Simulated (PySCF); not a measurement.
MoO4, charge -2, singlet, at a GFN2-xTB geometry (such geometries of metal compounds can be far from the true shape) (core potentials on Mo) (in this run its highest filled SCF level lies above zero, so its values depend strongly on the basis, on diffuse functions most of all); PySCF with WB97X-V/def2-SVP.

The PySCF input:
```python
from pyscf import gto, scf, dft

mol = gto.Mole()
mol.atom = '''
    Mo    0.00000000   -0.00000000    0.00000000
    O     1.39196717   -0.30250817   -0.96057373
    O     0.47788879    0.29669542    1.62338530
    O    -0.83104508    1.37333660   -0.61245111
    O    -1.03881088   -1.36752385   -0.05036046
'''
mol.basis = 'def2-svp'
mol.ecp = {'Mo': 'def2-svp'}
mol.charge = -2
mol.verbose = 4
mol.build()

mf = dft.RKS(mol)
mf.xc = 'wb97x_v'
mf.kernel()
```

Output, abridged:

```
PySCF version 2.14.0

[INPUT] verbose = 4
[INPUT] num. atoms = 5
[INPUT] num. electrons = 48
[INPUT] charge = -2
[INPUT] spin (= nelec alpha-beta = 2S) = 0
[INPUT] symmetry False subgroup None
[INPUT] Mole.unit = angstrom
[INPUT] Symbol           X                Y                Z      unit          X                Y                Z       unit  Magmom
[INPUT]  1 Mo     0.000000000000   0.000000000000   0.000000000000 AA    0.000000000000   0.000000000000   0.000000000000 Bohr   0.0
[INPUT]  2 O      1.391967170000  -0.302508170000  -0.960573730000 AA    2.630436725686  -0.571657591743  -1.815221272152 Bohr   0.0
[INPUT]  3 O      0.477888790000   0.296695420000   1.623385300000 AA    0.903078931100   0.560673086213   3.067753611645 Bohr   0.0
[INPUT]  4 O     -0.831045080000   1.373336600000  -0.612451110000 AA   -1.570447598367   2.595230050841  -1.157364862586 Bohr   0.0
[INPUT]  5 O     -1.038810880000  -1.367523850000  -0.050360460000 AA   -1.963068058418  -2.584245545311  -0.095167476907 Bohr   0.0

nuclear repulsion = 210.414390792091
number of shells = 35
number of NR pGTOs = 153
number of NR cGTOs = 87
basis = def2-svp
ecp = {'Mo': 'def2-svp'}

******** <class 'pyscf.dft.rks.RKS'> ********
method = RKS
initial guess = minao
damping factor = 0
level_shift factor = 0
DIIS = <class 'pyscf.scf.diis.CDIIS'>
diis_start_cycle = 1
diis_space = 8
diis_damp = 0
SCF conv_tol = 1e-09
SCF conv_tol_grad = None
SCF max_cycles = 50
direct_scf = True
direct_scf_tol = 1e-13
XC library pyscf.dft.libxc version 7.1.2
    S. Lehtola, C. Steigemann, M. J. T. Oliveira, and M. A. L. Marques,  SoftwareX 7, 1–5 (2018)
XC functionals = wb97x_v
    N. Mardirossian and M. Head-Gordon,  Phys. Chem. Chem. Phys. 16, 9904–9924 (2014)
radial grids:
    Treutler-Ahlrichs [JCP 102, 346 (1995); DOI:10.1063/1.469408] (M4) radial grids

becke partition: Becke, JCP 88, 2547 (1988); DOI:10.1063/1.454033
pruning grids: <function nwchem_prune>
grids dens level: 3
symmetrized grids: False
atomic radii adjust function: <function treutler_atomic_radii_adjust>
** Following is NLC and NLC Grids **
NLC functional = wb97x_v
radial grids:
    Treutler-Ahlrichs [JCP 102, 346 (1995); DOI:10.1063/1.469408] (M4) radial grids

becke partition: Becke, JCP 88, 2547 (1988); DOI:10.1063/1.454033
pruning grids: <function nwchem_prune>
grids dens level: 3
symmetrized grids: False
atomic radii adjust function: <function treutler_atomic_radii_adjust>
small_rho_cutoff = 0
Set gradient conv threshold to 3.16228e-05
Initial guess from minao.
tot grids = 78768
tot grids = 78768
init E= -360.609136583202
  HOMO = -0.65969467628536  LUMO = -0.307002915056589  gap/eV = 9.59723
cycle= 1 E= -368.230499365885  delta_E= -7.62  |g|= 1.76  |ddm|= 3.39
  HOMO = 0.23396318375983  LUMO = 0.415199474660493  gap/eV = 4.93169
cycle= 2 E= -367.472791635893  delta_E= 0.758  |g|= 2.69  |ddm|=    3
  HOMO = 0.0896033603918247  LUMO = 0.404340790575976  gap/eV = 8.56444
cycle= 3 E= -368.764083483051  delta_E= -1.29  |g|= 0.35  |ddm|= 2.02
  HOMO = 0.0395229787183035  LUMO = 0.396056489547046  gap/eV = 9.70177
cycle= 4 E= -368.791273110766  delta_E= -0.0272  |g|= 0.0241  |ddm|= 0.415
  HOMO = 0.0410125069778462  LUMO = 0.396351425062466  gap/eV = 9.66926
cycle= 5 E= -368.791481991641  delta_E= -0.000209  |g|= 0.00472  |ddm|= 0.0397
  HOMO = 0.0398734576626737  LUMO = 0.395947471925091  gap/eV = 9.68927
cycle= 6 E= -368.791492522701  delta_E= -1.05e-05  |g|= 0.00105  |ddm|= 0.011
  HOMO = 0.0395955473106932  LUMO = 0.395846861117121  gap/eV = 9.69409
cycle= 7 E= -368.791493236064  delta_E= -7.13e-07  |g|= 0.00019  |ddm|= 0.00316
  HOMO = 0.0395899100773449  LUMO = 0.395843090102243  gap/eV = 9.69414
cycle= 8 E= -368.791493281805  delta_E= -4.57e-08  |g|= 3.96e-05  |ddm|= 0.000925
  HOMO = 0.0395921353324378  LUMO = 0.395844375438802  gap/eV = 9.69412
cycle= 9 E= -368.791493282401  delta_E= -5.97e-10  |g|= 4.52e-05  |ddm|= 0.000104
  HOMO = 0.0395908263262832  LUMO = 0.395844729362384  gap/eV = 9.69416
cycle= 10 E= -368.79149328283  delta_E= -4.29e-10  |g|= 3.74e-06  |ddm|= 3.76e-05
  HOMO = 0.039591319782559  LUMO = 0.395844943131841  gap/eV = 9.69415
Extra cycle  E= -368.791493282839  delta_E= -8.19e-12  |g|= 3.62e-06  |ddm|= 8.64e-06
converged SCF energy = -368.791493282839
```
